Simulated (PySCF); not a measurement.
## Exercise with solution: dipole moment from atomic charges

4-fluoro-1,3-thiazole (C3H2FNS), SMILES c1scc(F)n1. Atoms are numbered in the order given.

```xyz
8

F     -0.2028     2.2903     0.0000
C     -0.0423     0.9767     0.0000
C     -1.0846     0.0804     0.0000
S     -0.4260    -1.5105     0.0000
C      1.1694    -0.8252     0.0000
N      1.2127     0.4789     0.0000
H     -2.1541     0.2815     0.0000
H      2.0523    -1.4691     0.0000
```
Charge 0, spin multiplicity 1.

Geometry: r2SCAN-D4/def2-SVP.

Charges (e) from PySCF with M06-2X/def2-TZVP:

```json
[
 {"atom": "F1", "IAO": "-0.263", "ESP fit": "-0.221"},
 {"atom": "C2", "IAO": "0.387", "ESP fit": "0.592"},
 {"atom": "C3", "IAO": "-0.406", "ESP fit": "-0.460"},
 {"atom": "S4", "IAO": "0.355", "ESP fit": "0.078"},
 {"atom": "C5", "IAO": "-0.145", "ESP fit": "0.018"},
 {"atom": "N6", "IAO": "-0.298", "ESP fit": "-0.448"},
 {"atom": "H7", "IAO": "0.190", "ESP fit": "0.259"},
 {"atom": "H8", "IAO": "0.181", "ESP fit": "0.183"}
]
```

The dipole moment of the full density is 2.66 D.

Question: What dipole moment does each set of point charges give, and which comes closer to that of the density?

Answer: 
μ = Σ q r, and 1 e Å = 4.8032 D.
IAO: Σ q r = (-0.243, -1.029, 0.000) e Å, |μ| = 5.08 D.
ESP fit: Σ q r = (-0.219, -0.508, 0.000) e Å, |μ| = 2.66 D.
ESP fit comes closer in size. Point charges leave out the atoms' own dipoles (lone pairs, polarised bonds); fits to the potential absorb them, partitions of the density don't.
